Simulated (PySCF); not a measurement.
Isomers of C8H11 (doublet state). Computed, not measured: PBE0-D3(BJ)/def2-SVP geometry optimisation, gas phase in PySCF 2.14.0. One conformer each; no zero-point energy, no entropy. No frequencies were run at this level. Point groups hold within 0.08 Å. The open-shell SCF solutions weren't tested for stability.

**Question.** Order them by energy at this level, lowest first, and give relative energies in kcal/mol.
A. `CC1=C[C@@H]2C[CH][C@H]1C2` [radical]
B. `[CH3:1][CH2:2][C:3]1=[CH:4][CH2:5][C:6]=[CH:7][CH2:8]1` (doublet state) with C1–C2–C3–C4 -112°

**Answer.** A (0.0), B (17.2).

| SMILES | E (Eh) | E rel (kcal/mol) | dipole (D) | point group | A, B, C (MHz) | ⟨S²⟩ |
| --- | --- | --- | --- | --- | --- | --- |
| CC1=C[C@@H]2C[CH][C@H]1C2 | -310.81025 | 0.0 | 0.41 | C1 | 3692, 1998, 1868 | 0.756 |
| CCC1=CC[C]=CC1 | -310.78291 | 17.2 | 1.19 | C1 | 4096, 1461, 1174 | 0.765 |

**Question.** How do the relative energies change in single points at B3LYP/IGLO-III on C, pcH-1 on H (no added dispersion term) on the same geometries?

**Answer.** 
```
                   SMILES  PBE0-D3(BJ)/def2-SVP (kcal/mol)  B3LYP/IGLO-III on C, pcH-1 on H (kcal/mol)  shift
CC1=C[C@@H]2C[CH][C@H]1C2                              0.0                                         0.0    0.0
           CCC1=CC[C]=CC1                             17.2                                         6.4  -10.8
```

Each column counts from its own lowest isomer. The order is unchanged; the largest shift is 10.8 kcal/mol.
